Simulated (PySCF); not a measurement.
C3F8, SMILES FC(F)(C(F)(C(F)(F)F)F)F.

The structure is a stationary point at PBE0-D3(BJ)/def2-SVP.

All values below come from PySCF with PBE0-D3(BJ)/def2-SVP.

Frequencies are harmonic and unscaled.

| mode | ν (cm⁻¹) | IR (km/mol) | moving atoms (share of kinetic energy) |
|---|---|---|---|
| 1 | 12 | 0.0 | F 99 % |
| 2 | 79 | 0.0 | F 99 % |
| 3 | 150 | 0.9 | F 94 % |
| 4 | 212 | 4.4 | F 94 % |
| 5 | 225 | 0.0 | F 98 % |
| 6 | 269 | 3.1 | F 94 % |
| 7 | 320 | 0.5 | F 93 % |
| 8 | 343 | 0.0 | F 96 % |
| 9 | 355 | 0.0 | F 97 % |
| 10 | 387 | 0.0 | F 98 % |
| 11 | 470 | 3.3 | F 93 % |
| 12 | 547 | 7.4 | F 89 %, C 11 % |
| 13 | 555 | 9.4 | F 91 %, C 9 % |
| 14 | 578 | 0.0 | F 90 %, C 10 % |
| 15 | 635 | 1.1 | F 90 %, C 10 % |
| 16 | 683 | 4.6 | F 86 %, C 14 % |
| 17 | 748 | 57.4 | F 76 %, C 24 % |
| 18 | 806 | 2.6 | F 90 %, C 10 % |
| 19 | 1049 | 233.3 | C 61 %, F 39 % |
| 20 | 1208 | 200.3 | C 67 %, F 33 % |
| 21 | 1265 | 57.9 | C 75 %, F 25 % |
| 22 | 1273 | 106.6 | C 78 %, F 22 % |
| 23 | 1279 | 0.0 | C 77 %, F 23 % |
| 24 | 1327 | 627.4 | C 76 %, F 24 % |
| 25 | 1330 | 390.7 | C 78 %, F 22 % |
| 26 | 1401 | 169.4 | C 93 % |
| 27 | 1426 | 6.2 | C 86 %, F 14 % |
